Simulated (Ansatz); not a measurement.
input.yaml

```yaml
crystal:
  lattice:
    - [6.3, 0.0, 0.0]
    - [0.0, 6.3, 0.0]
    - [0.0, 0.0, 6.3]
  atoms:
    - { symbol: Mo, position: [0.0, 0.0, 0.0] }
    - { symbol: Mo, position: [0.5, 0.0, 0.0] }
    - { symbol: Mo, position: [0.0, 0.5, 0.0] }
    - { symbol: Mo, position: [0.0, 0.0, 0.5] }
    - { symbol: Mo, position: [0.25, 0.25, 0.25] }
    - { symbol: Mo, position: [0.5, 0.5, 0.0] }
    - { symbol: Mo, position: [0.5, 0.0, 0.5] }
    - { symbol: Mo, position: [0.75, 0.25, 0.25] }
    - { symbol: Mo, position: [0.0, 0.5, 0.5] }
    - { symbol: Mo, position: [0.25, 0.75, 0.25] }
    - { symbol: Mo, position: [0.25, 0.25, 0.75] }
    - { symbol: Mo, position: [0.5, 0.5, 0.5] }
    - { symbol: Mo, position: [0.75, 0.75, 0.25] }
    - { symbol: Mo, position: [0.75, 0.25, 0.75] }
    - { symbol: Mo, position: [0.25, 0.75, 0.75] }
    - { symbol: Mo, position: [0.75, 0.75, 0.75] }
    - { symbol: Li, position: [0.50701225, 0.37611345, 0.25053056] }
basis:
  ecutwfc: 420.0
kpoints:
  mp_grid: { grid: [3, 3, 3] }
hamiltonian:
  xc: pbesol
scf:
  occupations: { method: gaussian, width: 0.05 }
  lower_state_search: "off"
relax:
  f_tol: 0.03
  max_steps: 60
  adjacent_minimum: "off"
```

Run as:

```bash
$ ansatz run input.yaml --threads 4 --pin off --max-ram 10240MiB --backend cpu --events-out ev --progress --plain --runs-dir out
```

Hardware: 4 threads of AMD EPYC 7R13 Processor (Zen 3), with other jobs on the host.

Problem. Roughly how long does this run take, and how much memory?

Solution. 64 s, with a peak of 1.1 GiB, for 9 ionic steps.
